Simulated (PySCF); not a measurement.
C₂H₆ClInO, SMILES C[CH2][In]([OH])[Cl].

The structure is a stationary point at PBE0-D3(BJ)/def2-SVP. The def2 effective core potentials stand for the cores of In; spin–orbit coupling is left out. One conformer was computed; it need not be the lowest.

These are IEF-PCM-B3LYP/def2-SVP in PySCF 2.14.0 values and carry that method's errors.

The values are the electrostatic part of the solvation free energy, E(continuum) − E(gas) at the gas-phase geometry, in a cavity of scaled van der Waals radii (PySCF's table); cavitation and dispersion terms are not included. A continuum can't describe solvent molecules that bind to the metal. In vacuum the orbital gap is 6.28 eV. The dipole moment in vacuum is 2.41 D.

Computed values in water (ε = 78.36), ethanol (ε = 24.85), ethylethanoate (ε = 5.99):
```tsv
solvent	ε	ΔG(elec) (kcal/mol)	dipole (D)	gap (eV)
water	78.36	-9.1	3.09	6.40
ethanol	24.85	-8.7	3.06	6.40
ethylethanoate	5.99	-7.0	2.96	6.39
```
